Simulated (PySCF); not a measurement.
Species: sum formula ZrH3F, charge 0, multiplicity 1. 
Geometry from a B3LYP-D3(BJ)/def2-TZVP (Ansatz) optimisation:
```xyz
5

Zr    -0.2836    -0.0072    -0.0719
F      1.5463     0.0394     0.3918
H     -1.2661     0.7171     1.3198
H     -0.7778    -1.7682    -0.3570
H     -0.5292     0.9855    -1.6149
```
Charge 0, spin multiplicity 1.

Dispersion corrections to the total energy (kcal/mol) from the dftd3 and dftd4 libraries through PySCF: D3(BJ) without and D4 with the three-body term, each with the damping fitted for the functional named.

```tsv
functional	D3(BJ)	D4
B3LYP	[?]	-2.62
HF	-12.77	-5.42
BHLYP	-2.14	-2.16
CAM-B3LYP	-1.11	[?]
PBE	-1.25	[?]
revPBE	-2.96	-4.31
B2GP-PLYP	-1.41	-0.67
```

Task: Complete the blanks.

Result: 
- B3LYP, D3(BJ): -2.43
- CAM-B3LYP, D4: -1.38
- PBE, D4: -1.61
